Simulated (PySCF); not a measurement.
Coordinates in bohr (charge -1 multiplicity 1):
```
La    0.0000    0.0000   -1.3734
Se    4.3559    0.0000    1.1842
Se   -4.3559    0.0000    1.1842
```

All numbers come from PySCF, PBE0, basis La def2-SVPD with ECP46, Se def2-SVPD (scalar-relativistic core potentials, no spin–orbit coupling, density fitting).

This geometry of LaSe₂⁻ is a stationary point at this level.

Question: What is the point group?

Answer: C2v.

Question: Is it a minimum?

Answer: Yes: all harmonic wavenumbers are real.

Question: List the harmonic modes with their infrared intensities.

Answer: 
```
symmetry  ω (cm⁻¹)  IR (km/mol)     type
      a1        64          2.6     bend
      a1       249          7.2  stretch
      b2       260          129  stretch
```

Question: What are the dipole moment and the gap between the highest occupied and lowest empty levels?

Answer: 9.06 D about the centre of mass and 2.31 eV.

Question: Give the ideal-gas entropy at 298.15 K and 1 bar by parts.

Answer: translation 179.9, rotation 119.9, vibration 32.3, spin 0.0; total 332.1 J/(mol K).

In C2v the vibrations span 2a1 + b2. Here b1 is antisymmetric to the molecular plane and b2 lies in it.

Stability towards spin polarisation was not tested. Other isomers or separated fragments may lie lower. The lowest empty level of this anion is unbound, so it and the gap depend on the basis.
